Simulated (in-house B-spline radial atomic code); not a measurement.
**BLYP excitations of Be2+**

Method: BLYP. Computed with a B-spline radial code for spherical atoms: linear response of the closed shell 1s2 with the functional's adiabatic kernel; non-relativistic, point nucleus, no spin-orbit coupling, no double excitations, S, P, D and F terms only.

Command:
```bash
python run_td.py task.json out
```
Settings (radii: box in bohr, nucleus in fm):
```
Z                        4
electrons                2
configuration            1s2
hamiltonian              nr
method                   b88,lyp
box_radius               29.48
intervals                47
```

Cost of the run: 0.1 s on 1 thread of Intel(R) Xeon(R) Platinum 8488C (Sapphire Rapids), on a shared host.

The lowest states, in the order of their Tamm-Dancoff energies; the method's threshold (minus the highest occupied level) is 132.68 eV. Labels give the largest channel, * marks a mixed state, and oscillator strengths are full-response dipole values. Semilocal kernels can invert the small singlet-triplet splittings of Rydberg terms. Energies in eV:

| state | full response | Tamm-Dancoff | oscillator strength |
| --- | --- | --- | --- |
| 1s → 2s 3S | 109.23 | 109.25 | - |
| 1s → 2s 1S | 112.40 | 112.49 | - |
| 1s → 2p 3P | 112.71 | 112.74 | - |
| 1s → 2p 1P | 114.82 | 114.84 | 0.395 |
| 1s → 3s 3S | 124.43 | 124.43 | - |
| 1s → 3s 1S | ? | ? | - |
| 1s → 3p 3P | 125.35 | 125.36 | - |
| 1s → 3p 1P | 125.79 | 125.79 | 0.0788 |
| 1s → 3d 3D | ? | ? | - |
| 1s → 3d 1D | 126.13 | 126.13 | - |

Q: Where does 1s → 3d 3D lie?

A: At 126.10 eV in full response, 126.10 eV in Tamm-Dancoff.

Q: Where does 1s → 3s 1S lie?

A: At 125.09 eV in full response, 125.10 eV in Tamm-Dancoff.

Q: How large is the singlet-triplet splitting of 1s → 2s (S terms) in Tamm-Dancoff?

A: 3.24 eV, from the unrounded values.

Q: What polarisabilities and dispersion coefficient does the method give?

A: Dipole 0.05509 bohr³, quadrupole 0.01754 bohr⁵, C6 0.012 hartree·bohr⁶ for two such species.
